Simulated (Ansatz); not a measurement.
selenium hexafluoride (F₆Se), singlet, geometry from GFN2-xTB; WB97X-V/6-31G in Ansatz (a first-principles code).

Ansatz was given this input:
Ansatz 0.2 input:
```yaml
crystal:
  periodic: [false, false, false]
  atoms:
    - {symbol: F, position_ang: [0.97227429, -1.31989934, -0.49748921]}
    - {symbol: Se, position_ang: [-0.00000000, 0.00000000, 0.00000000]}
    - {symbol: F, position_ang: [1.22973411, 1.08914258, -0.48628133]}
    - {symbol: F, position_ang: [-1.22973411, -1.08914258, 0.48628133]}
    - {symbol: F, position_ang: [-0.69092966, 0.08112488, -1.56556125]}
    - {symbol: F, position_ang: [0.69092966, -0.08112488, 1.56556125]}
    - {symbol: F, position_ang: [-0.97227429, 1.31989934, 0.49748921]}
basis:
  gaussian:
    orbitals: 6-31G
hamiltonian:
  xc: {name: wB97X-V}
```

The log (banner, timings and long lists left out):

```
Functional definition: wB97X-V
730 factors; integrals over basis functions are off by at most 1.2e-4 eV
271 factors; integrals over basis functions are off by at most 9.8e-7 eV
mean field evaluation 1: about -81610.5780 eV, gradient 6.7e1 eV
mean field evaluation 2: about -81613.3310 eV, gradient 7.3e1 eV
mean field evaluation 4: about -81620.2612 eV, gradient 6.8e-1 eV
mean field evaluation 8: about -81620.3398 eV, gradient 5.4e-2 eV
mean field evaluation 16: about -81620.3399 eV, gradient 4.6e-5 eV
mean field -81620.33985618 eV, -2999.4921654612 hartree, gradient 3.7e-5 eV, S^2 0.000000; 0 other end points of the search recorded, 0 dependent functions left out
reference -81620.33985495 eV, -2999.4921654162 hartree; 44, 44 occupied and 39, 39 virtual orbitals, 730 factors
Total energy: -81620.33985495 eV, -2999.4921654162 hartree
```
